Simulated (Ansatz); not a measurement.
`[BH2][GeH2][CH]=O` → `BC=O` + `[GeH2]` at 500 K and 1 bar (germylene formation by 1,1-elimination).

Gas-phase electronic energies from Ansatz, PBE0-D4/def2-TZVP geometries. CCSD(T)/CBS adds triple-zeta CCSD(T) − MP2 to the extrapolated MP2 energy (def2 sets, frozen cores). For Ge outer-core shells are correlated without core-valence functions, which leaves a few kJ/mol of doubt a bond. Scalar relativity is left out up to krypton. One conformer a species, not always the lowest.

```csv
species,CCSD(T)/CBS energy (Eh),H − E (kJ/mol),S (J/(mol·K))
`[BH2][GeH2][CH]=O`,-2217.06538,183.9,406.8
`BC=O`,-139.76288,127.0,302.2
`[GeH2]`,-2077.24753,46.3,239.7
```

H − E and S are ideal-gas, rigid-rotor, harmonic terms from PBE0-D4/def2-TZVP, for one conformer and one mirror image of each species. 1 Eh = 2625.50 kJ/mol, R = 8.31446 J/(mol·K).

Problem. By hand: ΔE, ΔH, ΔS and ΔG.

Solution. ΔE = (-139.76288) + (-2077.24753) − (-2217.06538) = 0.05497 Eh = 144.3 kJ/mol. Δ(H − E) = 127.0 + 46.3 − 183.9 = -10.6, so ΔH = 133.7 kJ/mol. ΔS = 302.2 + 239.7 − 406.8 = 135.1 J/(mol·K). ΔG = 133.7 − 500 × (135.1)/1000 = 66.1 kJ/mol.

Problem. By hand: the equilibrium constant, and the temperature at which ΔG would vanish if ΔH and ΔS stayed fixed.

Solution. log₁₀ K = −ΔG/(RT ln 10) = -6.9. ΔG = 0 at ΔH/ΔS = 990 K.

The number of gas molecules changes by +1, which sets the sign of ΔS. A doubt of 5 kJ/mol in ΔE shifts log₁₀ K by 0.5 here. Other conformers and mirror images would add mixing entropy, several J/(mol·K) or more a flexible species. Modes under 60 cm⁻¹, often nearly free rotors, make the harmonic entropy too high. These are equilibria of isolated gas molecules and say nothing of rates. Largest T1 diagnostic: 0.021 (customary marks: 0.02 for closed shells, 0.045 for open ones).
